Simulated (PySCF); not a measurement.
Species: Mo(NH2)4 (singlet state).
Bonds: Mo1–N2, Mo1–N5, Mo1–N8, Mo1–N11. Hydrogens: H3, H4 on N2; H6, H7 on N5; H9, H10 on N8; H12, H13 on N11.

Level of theory: PySCF, PBE0-D3(BJ)/def2-SVP geometry optimisation, gas phase, def2 core potentials past Kr.

(1) Give the optimised bond lengths and angles.

Answers

(1) 
```
                   bond  length (Å)
Mo1–N2 and 3 like bonds       1.921
 N2–H3 and 7 like bonds       1.021
```

Bonds in one row agree within 0.01 Å and their mean is given. A selection of angles:
```
    angle  degrees
N2–Mo1–N5    108.0
N2–Mo1–N8    112.1
Mo1–N2–H3    123.9
 H3–N2–H4    108.7
```

All 4 Mo–N bonds measure 1.920 to 1.922 Å. N2 (nitrogen bonded to Mo and 2 H) is almost planar (angles 124.3°, 123.9° and 108.7°, sum 356.8°, 0.13 Å off the plane of its three neighbours). Mo1 (molybdenum bonded to 4 N) is tetrahedral (angles from 108.0° to 112.1°).

Point group: D2d (every atom within 0.08 Å of its image). No frequency check.
